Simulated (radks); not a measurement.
Values are calculated unless marked as measured or tabulated.
Valence configurations of Ge+ (all share [Ar]). Level of theory: Dirac Kohn-Sham, PBE, spin-unpolarised, spherical densities, finite nucleus; open shells fill j = l - 1/2 first; Fermi nuclear charge, rms radius 4.0742 fm (a radial shooting solver on a logarithmic mesh with Libxc functionals). Energies are relative to 3d10 4s2 4p1; eigenvalues in eV.

| valence | E (eV) | e(3d3/2) | e(3d5/2) | e(4p1/2) | e(4p3/2) | e(4s1/2) |
|---|---|---|---|---|---|---|
| 3d10 4s2 4p1 | 0.000 | -38.582 | -37.996 | -11.366 | - | -19.807 |
| 3d10 4s1 4p2 | 8.532 | -40.240 | -39.653 | -12.121 | - | -20.742 |
| 3d9.5 4s2 4p1.5 | 14.329 | -43.669 | -43.064 | -12.350 | - | -21.242 |
| 3d10 4p3 | 17.506 | -41.927 | -41.338 | -12.877 | -12.607 | - |
| 3d9 4s2 4p2 | 30.742 | -48.894 | -48.269 | -13.305 | - | -22.633 |
| 3d9 4s1 4p3 | 40.464 | -50.523 | -49.897 | -14.028 | -13.711 | -23.520 |
| 3d8.5 4s2 4p2.5 | 49.487 | -54.313 | -53.668 | -14.267 | -13.931 | -24.022 |
| 3d8 4s2 4p3 | 70.503 | -59.861 | -59.195 | -15.210 | -14.842 | -25.377 |
| 3d8 4s1.5 4p3.5 | 75.790 | -60.621 | -59.955 | -15.543 | -15.169 | -25.781 |
| 3d7 4s1 4p5 | 131.08 | -72.731 | -72.023 | -17.661 | -17.217 | -28.728 |

NIST lists [Ar] 3d10 4s2 4p1 as the ground configuration; this level of theory agrees among the configurations tried. The energies are those of spherical spin-averaged densities, not of single terms.
